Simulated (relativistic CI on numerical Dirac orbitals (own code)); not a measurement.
# Cr⁴⁺ in a cubic cluster: 1s photoemission with charge transfer

Computed with a charge-transfer multiplet model of a cubic metal-ligand cluster with up to 2 ligand holes, Slater and spin-orbit integrals from Dirac-Coulomb-Breit ions, Slater integrals scaled by 0.7. The ground state mixes d2 with configurations of k ligand holes L, whose averages lie at kΔ + k(k − 1)U_dd/2; a core hole lowers each added d electron by U_cd. 300 K, Lorentzian 1.1 eV and Gaussian 0.6 eV FWHM.

Atomic integrals in eV (Slater integrals scaled, ζ unscaled), ground: F2dd 8.205, F4dd 5.167, zeta_d 0.039; with the core hole: F2dd 9.337, F4dd 5.902, zeta_d 0.058, G2cd 0.050.

Cluster parameters (eV): Δ = -0.8, U_dd = 6, U_cd = 7.2, 10Dq = 0.4, 10Dq(ligand) = 1.5, final-state hopping factor = 0.9.

```csv
Case,n_d,d2,d3L,d4L2,S
"V(eg) = 3.15 eV, V(t2g) = -1.58 eV",3.01,0.21,0.57,0.22,1.00
"V(eg) = 3.75 eV, V(t2g) = -1.88 eV",3.02,0.21,0.56,0.23,1.00
"V(eg) = 4.35 eV, V(t2g) = -2.18 eV",3.03,0.21,0.55,0.24,1.00
```

Weights, n_d and S are thermal averages at 300 K. Binding energies count from the first peak over 30 % of the highest in each spectrum, which can be another peak from case to case. The parameters are a model scan and need not match a compound or its usual spin state. Peaks in eV (height, largest 100):
- V(eg) = 3.15 eV, V(t2g) = -1.58 eV: 0.0 (100), 13.7 (8)
- V(eg) = 3.75 eV, V(t2g) = -1.88 eV: 0.0 (100), 15.8 (7)
- V(eg) = 4.35 eV, V(t2g) = -2.18 eV: 0.0 (100), 17.9 (6)

For the case V(eg) = 3.75 eV, V(t2g) = -1.88 eV, Δ = -0.8 eV is smaller than U_dd = 6 eV, the charge-transfer side of the Zaanen-Sawatzky-Allen scheme (negative Δ: between configuration averages a ligand hole costs less than the nominal valence; multiplet and field energies can change this for the lowest states). With the core hole the average of the configuration with one ligand hole lies at Δ − U_cd = -8.0 eV before mixing: the effective hopping of about 6.8 eV (from the holes of the mixed ground state) is comparable with this gap or larger, so the configurations mix strongly.

With at most 2 ligand holes the space is cut while the next configuration still counts, so covalency is underestimated, and a final configuration with one more ligand hole, which can lie low, is missing from the spectra.
